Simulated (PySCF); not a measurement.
These 2 structures share the formula C3H7B2F3. The calculation used PBE0-D3(BJ)/def2-SVP geometry optimisation, gas phase in PySCF. Energies are electronic, without zero-point or thermal terms, for one conformer each. No frequencies were run at this level. Point groups hold within 0.08 Å.

Task: Rank from lowest to highest electronic energy at this level (kcal/mol).
A. `[BH2:1][CH2:2][BH:3][CH2:4][C:5]([F:6])([F:7])[F:8]` with H–B1–C2–B3 111° and -67°, B1–C2–B3–C4 -116°, C2–B3–C4–C5 167°
B. `[BH2:1][CH:2]([BH2:3])[CH2:4][C:5]([F:6])([F:7])[F:8]` with H–B1–C2–B3 -106° and 69°, B1–C2–B3–H -44° and 139°, B1–C2–C4–C5 71°

Result: A (0.0), B (12.8).

```json
{"SMILES": "BCBCC(F)(F)F", "E (Eh)": "-466.91549", "E rel (kcal/mol)": "0.0", "dipole (D)": "2.75", "point group": "C1", "A, B, C (MHz)": "4240, 946.2, 928.5"}
{"SMILES": "BC(B)CC(F)(F)F", "E (Eh)": "-466.89512", "E rel (kcal/mol)": "12.8", "dipole (D)": "1.74", "point group": "C1", "A, B, C (MHz)": "3603, 1330, 1208"}
```

Task: How do the relative energies change in single points at PBE0/pcSseg-1 (no added dispersion term) on the same geometries?

Result: 
| SMILES | PBE0-D3(BJ)/def2-SVP (kcal/mol) | PBE0/pcSseg-1 (kcal/mol) | shift |
| --- | --- | --- | --- |
| BCBCC(F)(F)F | 0.0 | 0.0 | 0.0 |
| BC(B)CC(F)(F)F | 12.8 | 13.4 | +0.6 |

Each column counts from its own lowest isomer. The order is unchanged; the largest shift is 0.6 kcal/mol.
